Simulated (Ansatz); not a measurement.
FH4N2NbO (`[NH2][Nb]([NH2])(=[O])[F]`), relaxed with RKS PBE0-D4/def2-TZVP in Ansatz 0.2.0 from a PBE-D4/def2-SVP geometry. The force threshold is 0.005 eV/Å; the program also tests the step.

Charge 0, multiplicity 1. Nb takes the def2 core potential.

Start:

```xyz
9

N     0.430   -0.876   -1.383
Nb    0.266   -0.357    0.523
N    -0.765    1.324    0.726
O    -0.638   -1.591    1.296
F     2.008   -0.110    1.252
H     0.028   -1.721   -1.801
H     0.859   -0.305   -2.121
H    -0.515    2.229    0.311
H    -1.672    1.408    1.198
```

```csv
step,energy (eV),largest force (eV/Å),largest move (Å)
1,-9360.4083,0.910,0.000
2,-9360.4519,0.330,0.027
3,-9360.4545,0.055,0.009
4,-9360.4547,0.014,0.006
5,-9360.4548,0.009,0.005
6,-9360.4548,0.003,0.001
```

End:

```xyz
9

N     0.428   -0.867   -1.383
Nb    0.258   -0.348    0.509
N    -0.762    1.323    0.718
O    -0.629   -1.567    1.277
F     1.982   -0.126    1.254
H     0.048   -1.716   -1.774
H     0.843   -0.306   -2.114
H    -0.526    2.214    0.304
H    -1.641    1.393    1.209
```

Hardware: 4 threads of a server CPU on a shared host. Wall time 21 s, peak host memory 0.47 GiB.
